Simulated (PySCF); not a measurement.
A PySCF script (with the pyscf-properties extension) for the NMR shieldings of `C=NCC(C)(C)[B@@H-]([NH3+])F`, C₅H₁₄BFN₂, on a GFN2-xTB geometry:

```python
import basis_set_exchange as bse
import numpy as np
from pyscf import gto, dft
from pyscf.prop import nmr

atoms = """
C     2.689226   -0.890361    0.439338
N     1.437537   -0.936277    0.458226
C     0.657746    0.124461    1.020017
C    -0.451776    0.592538    0.048198
C    -1.148208    1.787408    0.708025
C     0.198064    1.069299   -1.254749
B    -1.553806   -0.609219   -0.192226
N    -0.732871   -1.913637   -0.751247
F    -2.057756   -1.078676    1.026453
H     3.236205   -1.713121   -0.000360
H     3.277942   -0.065942    0.849658
H     0.161704   -0.285147    1.905174
H     1.292423    0.970240    1.330938
H    -0.443889    2.591108    0.925945
H    -1.919324    2.173110    0.046576
H    -1.622815    1.476735    1.634903
H    -0.568100    1.409792   -1.946482
H     0.764039    0.271871   -1.734251
H     0.879902    1.899364   -1.066128
H    -2.437998   -0.354097   -0.948852
H    -0.676521   -1.934500   -1.761322
H     0.214981   -1.813564   -0.322173
H    -1.201459   -2.744399   -0.405582
"""
names = dict.fromkeys(["C", "N", "B", "F", "H"], "pcSseg-1")
basis = {el: gto.basis.parse(bse.get_basis(n, elements=[el], fmt="nwchem")) for el, n in names.items()}
mol = gto.M(atom=atoms, basis=basis, charge=0, verbose=0)
mf = dft.RKS(mol, xc="PBE0")
mf.grids.level = 2
mf.grids.alignment = dft.numint.BLKSIZE   # the property module wants whole blocks of grid points
mf.conv_tol = 1e-9
mf.kernel()

calc = nmr.RKS(mf)   # GIAO
C = mf.mo_coeff
Co = C[:, mf.mo_occ > 0]
resp = mf.gen_response(singlet=True, hermi=2)
def vind(x):   # induced exchange potential for any number of trial vectors
    d = np.einsum("pi,xij,qj->xpq", C, 2 * x.reshape(-1, C.shape[1], Co.shape[1]), Co, optimize=True)
    return np.einsum("xpq,pi,qj->xij", resp(d - d.transpose(0, 2, 1)), C, Co, optimize=True).ravel()
mo1, _ = nmr.rhf.solve_mo1(calc, with_cphf=vind)
sigma = calc.kernel(mo1)
for i, s in enumerate(sigma):   # ppm
    w = np.linalg.eigvalsh((s + s.T) / 2)
    print("%2d %-2s iso %8.1f  s11 %8.1f  s22 %8.1f  s33 %8.1f" % (i, mol.atom_pure_symbol(i), w.mean(), *w))
```

Question: What does it print?

Answer: 
```
 0 C  iso     31.9  s11    -66.2  s22     41.3  s33    120.6
 1 N  iso   -124.6  s11   -444.4  s22   -182.2  s33    252.9
 2 C  iso    110.3  s11     75.0  s22    107.7  s33    148.2
 3 C  iso    157.9  s11    152.5  s22    158.0  s33    163.3
 4 C  iso    160.0  s11    141.7  s22    151.0  s33    187.2
 5 C  iso    162.4  s11    145.7  s22    158.0  s33    183.5
 6 B  iso    100.8  s11     90.4  s22    101.2  s33    110.6
 7 N  iso    213.7  s11    196.1  s22    214.2  s33    230.9
 8 F  iso    387.3  s11    336.0  s22    351.5  s33    474.3
 9 H  iso     24.6  s11     22.7  s22     23.3  s33     27.9
10 H  iso     24.1  s11     21.0  s22     24.1  s33     27.2
11 H  iso     27.0  s11     25.1  s22     26.0  s33     29.9
12 H  iso     29.0  s11     25.1  s22     29.4  s33     32.6
13 H  iso     31.5  s11     27.6  s22     29.1  s33     37.7
14 H  iso     30.6  s11     26.7  s22     27.9  s33     37.3
15 H  iso     30.3  s11     25.5  s22     29.0  s33     36.5
16 H  iso     30.8  s11     27.1  s22     28.2  s33     37.1
17 H  iso     31.3  s11     27.1  s22     30.2  s33     36.5
18 H  iso     31.5  s11     28.3  s22     28.5  s33     37.7
19 H  iso     28.5  s11     26.9  s22     27.4  s33     31.1
20 H  iso     29.7  s11     23.5  s22     26.9  s33     38.8
21 H  iso     20.0  s11      6.3  s22     17.5  s33     36.2
22 H  iso     29.8  s11     23.8  s22     26.6  s33     39.0
```

These numbers come from an equivalent density-fitted implementation of the same equations, which agrees with the script to about 0.01 ppm for H and up to a few tenths of a ppm for heavy atoms, so last digits may differ.

Size and cost of the density-fitted run: 223 basis functions, 88 s wall time on 1 thread of an Arm Neoverse N1, shared host; peak memory 1.1 GiB.
